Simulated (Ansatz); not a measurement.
The same path of C₂H₆Si₂ (10 atoms, charge 0, multiplicity 1) was run twice with different band settings. The coordinate that changes most is the dihedral Si2–Si3–C4–H10.

All numbers below come from RKS revPBE-D4/6-31G* in Ansatz.

Relaxed end points:

```xyz
10
Properties=species:S:1:pos:R:3
C -0.922 2.331 -1.033
Si -0.840 0.515 -0.411
Si 0.831 -0.507 0.437
C 0.925 -2.334 1.025
H -1.006 2.367 -2.132
H -1.788 2.850 -0.589
H -0.003 2.859 -0.727
H 1.314 -2.387 2.056
H -0.088 -2.769 1.011
H 1.578 -2.926 0.364
```

```xyz
10
Properties=species:S:1:pos:R:3
C -0.912 2.386 -0.910
Si -0.765 0.738 0.066
Si 0.792 -0.717 -0.035
C 0.905 -2.392 0.900
H -1.658 2.302 -1.718
H -1.208 3.204 -0.233
H 0.068 2.633 -1.350
H 0.201 -2.380 1.750
H 0.652 -3.235 0.235
H 1.925 -2.540 1.295
```

Common settings: movable images 5; spring 5.0 eV/Å²; start path IDPP; force threshold 0.03 eV/Å; iteration limit 60; end points relaxed.

| run | climbing image | optimiser |
| --- | --- | --- |
| 1 | yes | quadratic models (default) |
| 2 | from the first iteration | fire |

Q: What does each run give, and how far can it be trusted?

A: Run 1: converged after 3 iterations, highest image 0.003 eV above the first end. The top lies less than 8 meV above the higher end, about what the thresholds resolve: that end is a shoulder or a very shallow well. A vibrational analysis at the climbing image gives no mode beyond 40i cm⁻¹: the surface is too flat there to confirm a saddle point.
Run 2: converged after 20 iterations, highest image 0.003 eV above the first end. The top lies less than 8 meV above the higher end, about what the thresholds resolve: that end is a shoulder or a very shallow well. Another band between the same ends (5 images) ends at a top of the same energy, where a vibrational analysis finds no clearly imaginary modes.
